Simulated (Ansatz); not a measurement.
Basis-set extrapolation for `CCCCC(=O)OC(C)C` (PBE0-D4/def2-TZVP geometry, frozen core, the Gaussian-basis code of Ansatz). Multiplicity 1, RHF reference.

```json
{"": "HF", "def2-TZVPP": "-462.198233", "def2-QZVPP": "-462.219426"}
{"": "MP2 correlation", "def2-TZVPP": "-1.841241", "def2-QZVPP": "-1.964714"}
{"": "CCSD(T) correlation", "def2-TZVPP": "-1.997863", "def2-QZVPP": "not run"}
```

Energies in hartree. Use E(X) = E(∞) + A·exp(−7.88·√X) for Hartree–Fock and E(X) = E(∞) + B·X^(−2.97) for correlation, with X = 3 and 4, and add CCSD(T) minus MP2 of the smaller set to the MP2 limit.

Question: What is the CCSD(T) energy at the basis-set limit?

Answer: HF limit: -462.219426 + (-0.021193) × 0.13774 = -462.22235. MP2 limit: -1.964714 + (-0.123473) × 0.74074 = -2.05618. Higher-order term: -1.997863 − (-1.841241) = -0.15662. Total: -464.43515 hartree, 6.50 eV below CCSD(T)/def2-TZVPP.
